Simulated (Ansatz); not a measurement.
`C[O][W]([F])(=[S])([Cl])[Cl]`, relaxed with RKS PBE-D4/def2-SVP in Ansatz 0.2.0 from a rough embedded geometry. The force threshold is 0.03 eV/Å; the program also tests the step.

Charge 0, multiplicity 1. W: def2 effective core potential.

Start:

```xyz
10

C     0.950    0.395    1.594
O    -0.232    0.308    0.769
W    -0.399   -0.368   -1.289
F    -2.051   -0.049   -0.208
S    -2.112   -1.610   -2.387
Cl   -1.766    1.004   -2.693
Cl    1.928   -1.057   -1.141
H     0.676    0.803    2.541
H     1.612    1.131    1.069
H     1.394   -0.557    1.746
```

Question: By how much does the energy fall, and how many steps does the optimiser take? (An estimate is asked.)

Answer: Ansatz gave: 557.30 kJ/mol, in 17 steps.

Question: Which bonds change most? (An estimate is asked.)

Answer: Computed: O2–W3 from 2.172 to 1.867 Å; W3–S5 from 2.384 to 2.130 Å; W3–F4 from 2.000 to 1.886 Å; W3–Cl7 from 2.432 to 2.341 Å.

Question: Give the relaxed structure. (Estimate.)

Answer: Ansatz gave: 
```xyz
10

C     0.941    0.113    1.553
O    -0.139   -0.090    0.686
W    -0.835   -0.114   -1.046
F    -2.475    0.491   -0.338
S    -1.100   -2.179   -1.496
Cl   -1.460    0.964   -3.001
Cl    1.374    0.322   -1.686
H     0.729    0.960    2.239
H     1.847    0.344    0.944
H     1.117   -0.811    2.145
```
